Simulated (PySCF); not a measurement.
B3LYP has the VWN-RPA correlation part, as in Gaussian. Excitations are Tamm–Dancoff values on a coarser integration grid. The basis has no diffuse functions, so Rydberg states are missing or too high.

Species: CClF3, SMILES `FC(F)(Cl)F` (charge 0, multiplicity 1).

Problem. Predict the brightest of the four lowest singlets (TDA), HOMO and S1–T1 gap (TDA) from B3LYP-D3(BJ)/def2-TZVP (PySCF).

Solution. 
The brightest of the four lowest singlets (TDA) is 10.54 eV. The HOMO is -9.78 eV and the S1–T1 gap (TDA) is 1.03 eV.
